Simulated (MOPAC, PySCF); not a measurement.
Protons, H atoms and electrons added to or taken from C=C=C. Isolated molecules, 0 K electronic values unless said otherwise. Strings in code marks are SMILES.

Quantity: electronic energy of isomers of C3H5 (charge +1) relative to `C=C[CH2+]`, in kJ/mol. Semi-empirical values (MOPAC) are differences of heats of formation.

Level 1: B3LYP/3-21G // B3LYP-D3(BJ)/def2-TZVP (PySCF)
Level 2: HF/6-31G* // B3LYP-D3(BJ)/def2-TZVP (PySCF)
Level 3: PM3 // B3LYP-D3(BJ)/def2-TZVP (MOPAC)
Level 4: PM6 // B3LYP-D3(BJ)/def2-TZVP (MOPAC)

| species | level 1 | level 2 | level 3 | level 4 |
|---|---|---|---|---|
| `C=[C+]C` (not the most basic site) | 42.4 | 72.4 | 25.43 | 13.76 |
